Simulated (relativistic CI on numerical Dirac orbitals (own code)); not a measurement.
Au⁴⁺: 4d photoemission

Computed with this model: Dirac-Coulomb-Breit CI, separate exchange-only KLI orbitals for each configuration, model QED, valence Slater integrals scaled by 0.8, multiplet model of photoemission in the sudden approximation; configurations [Xe] 4f14 5d7 → [Kr] 4d9 4f14 5s2 5p6 5d7; 300 K; Lorentzian 4.9 eV and Gaussian 0.6 eV FWHM. Energies are those of the free ion, without screening or charge transfer. The energies are binding energies and can lie tens of eV above those of solids. S is read from ⟨S²⟩ = S(S + 1).

Computed curve for free ion, scaled to 100 at the maximum (points under 2 are left out and the grid is thinned):

(Energy (eV), Intensity): (382.0, 2.2), (383.6, 2.6), (384.8, 2.9), (386.4, 3.5), (387.6, 4.1), (389.2, 5.2), (390.4, 6.4), (392.0, 8.6), (393.2, 11.2), (394.8, 16.9), (396.0, 24.3), (397.6, 43.4), (398.8, 68.9), (400.4, 100.0), (401.6, 89.3), (403.2, 59.9), (404.4, 44.3), (406.0, 29.0), (407.2, 21.2), (408.8, 15.3), (410.0, 13.1), (411.6, 12.4), (412.8, 13.2), (414.4, 16.8), (415.6, 22.6), (417.2, 38.7), (418.4, 59.0), (420.0, 72.6), (421.2, 55.5), (422.8, 31.2), (424.0, 20.5), (425.6, 12.6), (426.8, 9.3), (428.4, 6.5), (429.6, 5.2), (431.2, 4.0), (432.4, 3.4), (434.0, 2.8), (435.2, 2.4), (436.8, 2.0)

The ground state has S = 1.35, and the centroid lies at 408.48 eV.
